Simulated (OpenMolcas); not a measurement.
## BGeH3Cl2 (SMILES Cl[B](Cl)[GeH3]): the energy, rung by rung

The species is BGeH3Cl2 (7 atoms), meant as a singlet with charge 0. As SMILES, `Cl[B](Cl)[GeH3]`. Geometry: relaxed at PBE0-D4/def2-TZVP.

```xyz
7

Cl    1.7495   -1.4282    1.2087
B     0.2064   -1.0219    0.5115
Cl   -1.0824   -2.1918    0.6047
Ge   -0.1231    0.7985   -0.4122
H    -0.5562    0.5606   -1.8683
H    -1.2661    1.5343    0.3067
H     1.1333    1.6805   -0.3967
```

Quantity: the energy change with the B2–Cl3 bond stretched from 1.743 to 3.138 Å, in eV. The values are calculated.

```json
{"level": "SVWN5/cc-pVDZ (restricted)", "kind": "LDA", "program": "OpenMolcas", "value (eV)": "3.93", "CPU time (all runs)": "34 s"}
{"level": "BLYP/cc-pVDZ (restricted)", "kind": "GGA", "program": "OpenMolcas", "value (eV)": "3.25", "CPU time (all runs)": "51 s"}
{"level": "PBE/cc-pVDZ (restricted)", "kind": "GGA", "program": "OpenMolcas", "value (eV)": "3.55", "CPU time (all runs)": "52 s"}
{"level": "revPBE/cc-pVDZ (restricted)", "kind": "GGA", "program": "OpenMolcas", "value (eV)": "3.41", "CPU time (all runs)": "49 s"}
{"level": "TPSS/cc-pVDZ (restricted)", "kind": "meta-GGA", "program": "OpenMolcas", "value (eV)": "3.52", "CPU time (all runs)": "73 s"}
{"level": "BHLYP/cc-pVDZ (restricted)", "kind": "global hybrid", "program": "OpenMolcas", "value (eV)": "4.08", "CPU time (all runs)": "42 s"}
{"level": "M06-2X/cc-pVDZ (restricted)", "kind": "hybrid meta-GGA", "program": "OpenMolcas", "value (eV)": "4.11", "CPU time (all runs)": "62 s"}
{"level": "MP2/cc-pVDZ (restricted)", "kind": "perturbation theory", "program": "OpenMolcas", "value (eV)": "4.22", "CPU time (all runs)": "12 s"}
```

All-electron rows without a relativistic Hamiltonian named are non-relativistic. The first shape isn't each level's own minimum. The values span 3.25 to 4.22 eV. In the correlated wave-function rows the outer d shell of Ge is correlated, in sets not made for it. Times are those of the runs behind each value, whatever else they computed, on shared processors of several kinds: orders of magnitude only.
